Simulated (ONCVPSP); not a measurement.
# Pseudopotential generation for Ce (Z = 58): ONCV, PBE, fully relativistic.

Ce, optimised norm-conserving Vanderbilt (ONCV), made with ONCVPSP 4.0.1 (PBE, fully relativistic). Core [Kr] 4d10, reference 4f1 5s2 5p6 5d1 6s2. Waves: 5s+6s: rc 2.00 bohr, ncon 4, nbas 8, qcut 5.1 1/bohr, 2 projectors; 5p: rc 2.80 bohr, ncon 3, nbas 8, qcut 5.2 1/bohr, 2 projectors, debl 3.2 Ha; 5d: rc 4.00 bohr, ncon 4, nbas 9, qcut 3.5 1/bohr, 2 projectors, debl 0.9 Ha; 4f: rc 1.85 bohr, ncon 4, nbas 9, qcut 8.6 1/bohr, 3 projectors, debl 0.6 Ha. Local part: polynomial inside 1.40 bohr (lpopt 5, dvloc0 0 Ha). Core correction: Teter function, fcfact 2.75, rcfact 1.15.

Open shells are filled in proportion to 2j + 1.

(1) Estimate the cutoffs (Ha) at which the residual kinetic energy of the hardest occupied pseudo-wave falls to 1 and 0.1 mHa per electron.

(2) What does a ghost test show?

(3) Which valence shell sets the plane-wave cutoff?

(4) Tests: 4f1 5s2 5p6 5d1 6s1; 4f1 5s2 5p6 5d1 6s0; 4f1 5s2 5p6 5d0 6s0; 4f1 5s2 5p6 5d1 6s1 6p1. Which has the largest error in its energy relative to the reference configuration, and how large is it?

## Answers

(1) 33 Ha and 38 Ha.

(2) No bound ghost flagged; GHOST(+) flagged for s at 10.1 eV, d5/2 at 95.7 eV, d3/2 at 98.5 eV, p3/2 at 112.5 eV, p1/2 at 116.0 eV.

(3) 4f: 33 Ha for 1 mHa per electron, against 11 Ha for 5s.

(4) 4f1 5s2 5p6 5d0 6s0, with +90 meV (all-electron minus pseudo) on +36.32 eV.
